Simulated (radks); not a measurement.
All-electron atom: Ru in [Kr] 4d5 5s2 5p1 (not the ground configuration).

All-electron calculation, scalar-relativistic Kohn-Sham, PBE, spin-polarised, spherical densities, point nucleus; open shells are filled with parallel spins first (spin-orbit coupling, left out, can overturn this in heavy ions). Program: a radial shooting solver on a logarithmic mesh with Libxc functionals.

Energy parts (hartree):
total: -4530.58714
kinetic: 4685.19704
electron-nucleus: -10916.74378
Hartree: 1834.12077
exchange-correlation: -133.16118

Orbitals (lengths in bohr, moments of r in powers of bohr; <r^-3> diverges for s and p1/2):
| orbital | occ. | eigenvalue (hartree) | <r> | <r^2> | <r^-3> |
|---|---|---|---|---|---|
| 1s up | 1 | -806.4977 | 0.03344 | 0.001510 | - |
| 1s down | 1 | -806.4975 | 0.03344 | 0.001510 | - |
| 2s up | 1 | -116.2501 | 0.1457 | 0.02501 | - |
| 2s down | 1 | -116.2221 | 0.1457 | 0.02501 | - |
| 2p up | 3 | -104.1436 | 0.1270 | 0.01969 | 2999 |
| 2p down | 3 | -104.1223 | 0.1270 | 0.01969 | 3000 |
| 3s up | 1 | -20.73768 | 0.4027 | 0.1856 | - |
| 3s down | 1 | -20.72311 | 0.4026 | 0.1855 | - |
| 3p up | 3 | -16.76165 | 0.4030 | 0.1889 | 515.0 |
| 3p down | 3 | -16.74500 | 0.4029 | 0.1887 | 514.6 |
| 3d up | 5 | -10.36932 | 0.3842 | 0.1768 | 69.39 |
| 3d down | 5 | -10.34338 | 0.3840 | 0.1765 | 69.36 |
| 4s up | 1 | -3.16470 | 1.014 | 1.163 | - |
| 4s down | 1 | -3.03022 | 1.009 | 1.152 | - |
| 4p up | 3 | -2.05470 | 1.114 | 1.420 | 80.03 |
| 4p down | 3 | -1.91221 | 1.111 | 1.413 | 81.55 |
| 4d up | 5 | -0.48282 | 1.502 | 2.704 | 6.360 |
| 4d down | 0 | -0.34293 | 1.554 | 2.946 | 6.183 |
| 5s up | 1 | -0.28256 | 2.918 | 9.710 | - |
| 5s down | 1 | -0.21652 | 3.105 | 11.05 | - |
| 5p up | 1 | -0.10656 | 3.920 | 17.91 | 5.382 |
| 5p down | 0 | -0.06505 | 4.347 | 22.21 | 3.936 |

The highest occupied level is 5p up at -2.900 eV. The configuration is held as typed, so some empty levels lie below it. Spin moment in Bohr magnetons: 6. Summed over all electrons, <r^2> = 66.45 bohr^2, which gives a Langevin (diamagnetic) susceptibility term of -52.6 x 10^-6 cm^3/mol.
